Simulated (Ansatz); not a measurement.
CH3AlClF, relaxed with RKS PBE0-D4/def2-TZVP in the Gaussian-basis code of Ansatz from a PBE-D4/def2-SVP geometry. The force threshold is 0.005 eV/Å; the program also tests the step.

Charge 0, multiplicity 1. The bonds changed during the relaxation, so this is another structure than the one it started from.

Start:

```xyz
7

F     0.030    1.440    1.431
C    -0.478    0.424    0.721
Al    0.636   -0.738   -0.472
Cl   -0.807    1.065   -1.173
H    -1.529    0.241    1.034
H     2.159   -0.303   -0.639
H    -0.011   -2.129   -0.902
```

Task: How much energy does the relaxation release, and in how many steps? (Estimate.)

Result: The calculation gave: 0.92 kcal/mol, in 9 steps, 1 of them rejected.

Task: Which bonds change most? (Best estimate.)

Result: Ansatz gave: C2–Cl4 from 2.026 to 1.922 Å; C2–Al3 from 2.004 to 1.983 Å; C2–H5 from 1.111 to 1.091 Å; Al3–H6 from 1.592 to 1.577 Å.

Task: Give the relaxed structure. (Best estimate.)

Result: The calculation gave: 
```xyz
7

F     0.015    1.447    1.400
C    -0.486    0.434    0.677
Al    0.642   -0.746   -0.448
Cl   -0.804    1.070   -1.108
H    -1.500    0.219    1.020
H     2.147   -0.315   -0.638
H    -0.015   -2.109   -0.902
```
